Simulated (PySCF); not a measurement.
**Bond curve of Ge₂⁺**

Set-up: Ge cc-pVTZ-PP with ECP10; scalar-relativistic core potentials (PySCF 2.14). Energies in eV from Ge⁺ + Ge in their ground configurations at the same level. All curves are PBE0. state 1: ⁴Σg⁻ (quartet), unpaired electrons σ ↑, π ↑↑; state 2: Ms = 0.5 determinant of mixed spin (⟨S²⟩ near 1.8), unpaired electrons σ ↑, π ↑↓, a mixture of terms (⟨Lz²⟩ = 2.0), a second solution, started from another occupation; state 3: ²Πu (doublet), unpaired electrons π ↑, a second solution, started from another occupation; state 4: doublet, unpaired electrons σ ↑, a mixture of terms (⟨Lz²⟩ = 2.0), a second solution, started from another occupation.

```tsv
R (Å)	state 1	state 2	state 3	state 4
2.081	-2.516	-2.071	-0.927	-1.329
2.178	-2.957	-2.517	-1.684	-1.807
2.275	-3.194	-2.759	-2.190	-2.078
2.347	-3.275	-2.844	-2.444	-2.183
2.420	-3.295	-2.867	-2.614	-2.225
2.493	-3.269	-2.844	-2.715	-2.220
2.589	-3.181	-2.760	-2.769	-2.158
2.710	-3.017	-2.601	-2.737	-2.022
2.856	-2.774	-2.366	-2.602	-1.810
3.049	-2.423	-2.025	-2.326	-1.492
```

Q: Put a parabola through the three lowest points of the state 1 curve and estimate Re, k and ωe (reduced mass 36.96 u; 1 eV/Å² = 0.16022 mdyn/Å; ωe = 1302.8·√(k/μ) cm⁻¹).

A: Through R = 2.347, 2.42, 2.493 Å the second-order coefficient is 4.32 eV/Å², so Re ≈ 2.415 Å, k ≈ 1.38 mdyn/Å and ωe ≈ 252 cm⁻¹. A polynomial fit of higher order to the unrounded PBE0 energies gives Re = 2.412 Å, k = 1.45 mdyn/Å, ωe = 258 cm⁻¹; anharmonicity and rounding make the difference.

The higher-order fit for each curve: state 1: Re = 2.412 Å, ωe = 258 cm⁻¹, De = 3.30 eV; state 2: Re = 2.416 Å, ωe = 256 cm⁻¹, minimum 2.87 eV below the ground-state fragments; state 3: Re = 2.609 Å, ωe = 229 cm⁻¹, minimum 2.77 eV below the ground-state fragments; state 4: Re = 2.446 Å, ωe = 245 cm⁻¹, minimum 2.23 eV below the ground-state fragments.

Spin–orbit coupling is left out. The state is the lowest determinant that a PBE0 search found; another state may lie lower at other levels.
